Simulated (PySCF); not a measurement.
Isomers of C4H7NO2S, mass 133.020 u with the commonest isotopes. Computed with PBE0/pcSseg-1 in PySCF (dipole) on a GFN2-xTB geometry, gas phase. One conformer each, none proved a minimum here; rigid rotors.

Question: Order these by dipole moment, smallest first.
A. `[NH2:1][C@@H:2]1[CH:3]=[CH:4][S:5](=[O:6])(=[O:7])[CH2:8]1` with H–N1–C2–C3 -176° and 63°, N1–C2–C3–C4 -141°, C3–C4–S5–O6 -102°, C4–S5–C8–C2 -19°, N1–C2–C8–S5 144°
B. `[CH3:1][CH2:2][S:3](=[O:4])(=[O:5])[CH2:6][C:7]#[N:8]` with C1–C2–S3–O4 -65°, C2–S3–C6–C7 47°
C. `[CH2:1]=[N:2][C:3](=[CH2:4])[S:5]([CH3:6])(=[O:7])=[O:8]` with C1–N2–C3–C4 -122°, N2–C3–S5–C6 71°

Answer: B (2.84 D), C (3.26 D), A (4.73 D).

Question: Order these by out-of-plane moment Σ m c² = (Ia + Ib − Ic)/2, smallest first.
A. `[CH3:1][CH2:2][S:3](=[O:4])(=[O:5])[CH2:6][C:7]#[N:8]` with C1–C2–S3–O4 -65°, C2–S3–C6–C7 47°
B. `[CH2:1]=[N:2][C:3](=[CH2:4])[S:5]([CH3:6])(=[O:7])=[O:8]` with C1–N2–C3–C4 -122°, N2–C3–S5–C6 71°
C. `[NH2:1][C@@H:2]1[CH:3]=[CH:4][S:5](=[O:6])(=[O:7])[CH2:8]1` with H–N1–C2–C3 -176° and 63°, N1–C2–C3–C4 -141°, C3–C4–S5–O6 -102°, C4–S5–C8–C2 -19°, N1–C2–C8–S5 144°

Answer: A (55.58 u·Å²), C (56.20 u·Å²), B (65.02 u·Å²).

Question: Order these by rotational constant B, smallest first.
A. `[CH3:1][CH2:2][S:3](=[O:4])(=[O:5])[CH2:6][C:7]#[N:8]` with C1–C2–S3–O4 -65°, C2–S3–C6–C7 47°
B. `[CH2:1]=[N:2][C:3](=[CH2:4])[S:5]([CH3:6])(=[O:7])=[O:8]` with C1–N2–C3–C4 -122°, N2–C3–S5–C6 71°
C. `[NH2:1][C@@H:2]1[CH:3]=[CH:4][S:5](=[O:6])(=[O:7])[CH2:8]1` with H–N1–C2–C3 -176° and 63°, N1–C2–C3–C4 -141°, C3–C4–S5–O6 -102°, C4–S5–C8–C2 -19°, N1–C2–C8–S5 144°

Answer: C (1325 MHz), A (1391 MHz), B (1668 MHz).

```json
{"SMILES": "C=NC(=C)S(C)(=O)=O", "point group": "C1", "Ia (u·Å²)": "199.71", "Ib (u·Å²)": "302.97", "Ic (u·Å²)": "372.65", "κ": "-0.47", "μa (D)": "2.21", "μb (D)": "0.07", "μc (D)": "2.39"}
{"SMILES": "CCS(=O)(=O)CC#N", "point group": "C1", "Ia (u·Å²)": "191.25", "Ib (u·Å²)": "363.20", "Ic (u·Å²)": "443.28", "κ": "-0.67", "μa (D)": "0.34", "μb (D)": "0.76", "μc (D)": "2.72"}
{"SMILES": "N[C@@H]1C=CS(=O)(=O)C1", "point group": "C1", "Ia (u·Å²)": "138.35", "Ib (u·Å²)": "381.37", "Ic (u·Å²)": "407.33", "κ": "-0.93", "μa (D)": "4.70", "μb (D)": "0.21", "μc (D)": "0.48"}
```
